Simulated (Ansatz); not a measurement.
Gas-phase electronic energies from Ansatz, PBE0-D4/def2-TZVP geometries. CCSD(T)/CBS is the MP2 limit (def2-TZVPP, def2-QZVPP) plus CCSD(T) − MP2 in def2-TZVPP, frozen cores. DFT in def2-TZVPP. B3LYP here is the variant with VWN-RPA as its local correlation; programs differ in this. Each species was taken in one conformer, which may not be the lowest.

`[SiH3][SiH]1CCS1` + `N[SiH](N)O` → `N[SiH](N)O[SiH3]` + `C1CS[SiH2]1`  (cleavage of the Si–Si bond)

`[SiH3][SiH]1CCS1`:

```xyz
13

Si    0.397    1.754    1.399
Si   -0.243    0.725   -0.603
C     0.539   -0.955   -0.952
C    -0.669   -1.730   -0.394
S    -2.020   -0.461   -0.397
H    -0.616    2.768    1.799
H     0.493    0.722    2.467
H     1.720    2.429    1.272
H    -0.254    1.718   -1.715
H     0.633   -1.107   -2.029
H     1.489   -1.209   -0.481
H    -0.502   -2.063    0.630
H    -0.968   -2.590   -0.995
```

`N[SiH](N)O`:

Z-matrix (Å, degrees):
```
Si
N 1 1.706
O 1 1.648 2 119.3
N 1 1.713 2 104.7 3 119.0
H 1 1.482 2 106.1 3 -114.4
H 2 1.007 1 121.6 3 -73.1
H 2 1.006 1 120.9 3 78.5
H 3 0.959 1 116.3 2 67.1
H 4 1.007 1 119.8 2 -170.5
H 4 1.007 1 119.6 2 45.7
```

`N[SiH](N)O[SiH3]`:

```xyz
13

N    -1.194    1.191   -0.651
Si    0.448    0.885   -0.287
N     0.682    1.416    1.312
O     0.673   -0.712   -0.596
Si    0.017   -2.157   -0.209
H    -1.627    0.765   -1.453
H    -1.596    2.091   -0.447
H     1.488    1.565   -1.096
H     1.601    1.638    1.657
H     0.051    1.157    2.053
H    -0.372   -2.202    1.227
H     1.022   -3.216   -0.474
H    -1.192   -2.421   -1.035
```

`C1CS[SiH2]1`:

Z-matrix (Å, degrees):
```
C
Si 1 1.879
C 1 1.542 2 93.6
H 1 1.090 2 118.4 3 -119.8
H 1 1.092 2 110.9 3 114.1
S 2 2.136 1 83.1 3 -12.1
H 2 1.489 1 115.6 3 102.2
H 2 1.487 1 118.1 3 -128.2
H 3 1.090 1 112.1 2 -102.6
H 3 1.090 1 114.1 2 133.3
```

Task: Is it downhill or uphill in electronic energy at CCSD(T)/CBS, and by how much? (Estimate.)

Result: Computed: Downhill: ΔE = -24.2 kcal/mol.

Task: What do these levels give: r2SCAN-D4, B3LYP-D4, ωB97X-V, r2SCAN, PBE0, HF/def2-TZVPP, MP2/def2-TZVPP, CCSD/def2-TZVPP, CCSD(T)/def2-TZVPP, HF/CBS(def2), MP2/CBS(def2), CCSD/CBS(def2)? (Best estimate.)

Result: Computed: r2SCAN-D4 -22.7, B3LYP-D4 -24.3, ωB97X-V -24.1, r2SCAN -22.8, PBE0 -20.2, HF/def2-TZVPP -31.5, MP2/def2-TZVPP -25.6, CCSD/def2-TZVPP -25.4, CCSD(T)/def2-TZVPP -24.3, HF/CBS(def2) -32.2, MP2/CBS(def2) -25.5, CCSD/CBS(def2) -25.3 kcal/mol.

Largest T1 diagnostic among the species: 0.012.

In def2-TZVPP, CCSD(T) changes the Hartree–Fock value by +7.2 kcal/mol (the triples alone add +1.1 kcal/mol) and MP2 by +5.9 kcal/mol. From PBE to PBE0 (25 % exact exchange), in def2-TZVPP and without D4, ΔE moves by −2.3 kcal/mol.
